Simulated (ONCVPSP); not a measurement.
**What one change does to a pseudopotential (calcium, ONCV)**

```json
{
 "Element": "Ca",
 "Generator": "ONCVPSP 4.0.1",
 "Type": "optimised norm-conserving Vanderbilt (ONCV)",
 "Functional": "PBE",
 "Relativity": "scalar-relativistic",
 "Frozen core": "[Ne]",
 "Valence charge": "10",
 "Reference configuration": "3s2 3p6 4s2",
 "Partial waves": "3s+4s: rc 2.05 bohr, ncon 3, nbas 7, qcut 6.4 1/bohr, 3 projectors, debl 0.9 Ha; 3p: rc 1.50 bohr, ncon 4, nbas 7, qcut 10.7 1/bohr, 2 projectors, debl 3.7 Ha; d scattering state at 0.13 Ha: rc 1.95 bohr, ncon 3, nbas 7, qcut 4.5 1/bohr, 2 projectors, debl 3.3 Ha; f scattering state at 0.18 Ha: rc 1.60 bohr, ncon 4, nbas 8, qcut 6.3 1/bohr, 2 projectors, debl 1.1 Ha",
 "Local potential": "polynomial inside 1.50 bohr (lpopt 5, dvloc0 4 Ha)",
 "Core correction": "Teter function, fcfact 2.25, rcfact 1.4"
}
```

In the d channel the program set the typed energies aside and used -0.072, 3.228 Ha.

Change: all radii but the core radius scaled by about 1.27 (s 2.60, p 1.90, d 2.48, f 2.04 bohr); local potential polynomial inside 1.90 bohr (lpopt 5, dvloc0 4 Ha).

Cutoffs: the cutoffs (Ha) at which the residual kinetic energy of the hardest occupied pseudo-wave falls to 1 and 0.1 mHa per electron; they do not see the model core or the augmentation charge, which bear on the density cutoff. Errors are all-electron minus pseudo energies relative to the spin-unpolarised reference configuration.

Task: Predict the effect on cutoff, ghosts and configuration errors.

Result: The potential gets softer (18 Ha and 32 Ha → 14 Ha and 26 Ha); of the 4 tests that both files solve, the error grows in 1 and shrinks in 0 by more than 15 % and 0.3 meV (median size 1.6 → 1.8 meV); neither file shows a bound ghost. A larger radius leaves more room for a smooth pseudo-wave, so fewer plane waves are needed.

```csv
quantity,base,changed
"cutoff, loose",18 Ha,14 Ha
"cutoff, tight",32 Ha,26 Ha
loose cutoff by channel,"s 10 Ha, p 18 Ha","s 5.7 Ha, p 14 Ha"
bound ghosts,none,none
GHOST(+) flags under 300 eV,none,none
"error for 3s2 3p6 4s1, meV [ΔE 6.31 eV]",-0.5,-0.5
"error for 3s2 3p6 4s0, meV [ΔE 18.13 eV]",-2.8,-3.1
"error for 3s2 3p6 4s1.5, meV [ΔE 2.50 eV]",-0.1,-0.1
"error for 3s2 3p6 3d1 4s0, meV [ΔE 7.69 eV]",+56,+116
"rms error of d²Exc/dni dnj with the model core, mHa",0.78,0.82
```

Base: The cutoffs count occupied waves only; projector 2 of the d channel, the hardest unoccupied one, needs 72 Ha at the loose tolerance. Changed file: The cutoffs count occupied waves only; projector 2 of the d channel, the hardest unoccupied one, needs 54 Ha at the loose tolerance.
